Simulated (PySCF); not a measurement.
Compound: C₄H₉FS₂Si.
SMILES with atom numbers: `[F:1][CH2:2][CH2:3][C@@H:4]1[CH2:5][S:6][SiH2:7][S:8]1`

Probes without a nucleus sit at each ring's centroid and 1 Å off its mean plane on both sides; NICS is minus the shielding there, NICSzz its component along the normal. Level: GIAO PBE0/pcSseg-1 (PySCF, non-relativistic, gas phase) on the GFN2-xTB geometry, one conformer.

Ring bond lengths (Å), with Mayer bond orders in brackets: C4–C5 1.515 (0.98), C5–S6 1.826 (1.01), S6–Si7 2.143 (0.97), Si7–S8 2.140 (0.96), S8–C4 1.847 (1.00).

**Question.** Give the NICS values of each ring in ppm.

**Answer.** 
```tsv
ring	type	NICS(0)	NICS(1), two faces	NICS(1)zz, two faces	rms pucker (Å)	centre to ring atoms, mean (Å)
C4–C5–S6–Si7–S8	5-membered ring with 2 S and Si; formal bonds all single	-9.0	-4.9 / -5.1	-2.6 / -2.8	0.23	1.57
```

**Question.** What can be read from them?

**Answer.** 
- C4–C5–S6–Si7–S8: mean NICS(1)zz -2.7 ppm, near zero. C4, C5, Si7 have four or more neighbours; no verdict on aromaticity is drawn.

**Question.** At the first NICS(1) probe listed for ring C4–C5–S6–Si7–S8, 1 Å off the ring, what do the in-plane components average?

**Answer.** The isotropic value is a third of the trace: (3 × -4.9 − (-2.6))/2 = -6.1 ppm.

**Question.** Give the inner angles of the rings and the Hirshfeld charges of the ring atoms.

**Answer.** 
- C4–C5–S6–Si7–S8: C4 109.4° (-0.025 e), C5 111.7° (-0.072 e), S6 96.0° (-0.098 e), Si7 100.1° (+0.297 e), S8 96.3° (-0.090 e); sum 513.5° against 540° for a flat convex ring.
